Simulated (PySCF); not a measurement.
# Krypton: a sound run and one with changed settings

Sound run: Kr⁺ [Ar] 3d10 4s2 4p5, Kr²⁺ [Ar] 3d10 4s2 4p4. All numbers are calculated (PySCF 2.14, a scalar-relativistic core potential, in cc-pVTZ-PP with ECP10MDF (5s4p3d1f, 39 functions)). In the sound run the correlated levels freeze 3s2 3p6 3d10 outside the core potential. The sound run starts from symmetry-adapted Hartree-Fock orbitals and uses a fine grid where one is needed.

Changed run: a valence shell is frozen. This setting is unsound on purpose.

| species | method | sound run (hartree) | changed run (hartree) | converged |
| --- | --- | --- | --- | --- |
| Kr⁺ | MP2 | -461.85577 | -461.80274 | yes |
| Kr⁺ | CCSD(T) | -461.87960 | -461.81341 | yes |
| Kr²⁺ | MP2 | -460.97051 | -460.91185 | yes |
| Kr²⁺ | CCSD(T) | -460.99319 | -460.92076 | yes |

Ionisation energy of Kr⁺:

| method | sound run (eV) | changed run (eV) |
| --- | --- | --- |
| UHF | 23.269 | 23.269 |
| MP2 | 24.089 | 24.242 |
| SCS-MP2 | 24.086 | 24.304 |
| CCSD | 24.092 | 24.253 |
| CCSD(T) | 24.120 | 24.290 |

Freezing a valence shell removes pair correlation that changes on ionisation.

For comparison, NIST gives 24.360 eV between the lowest levels.
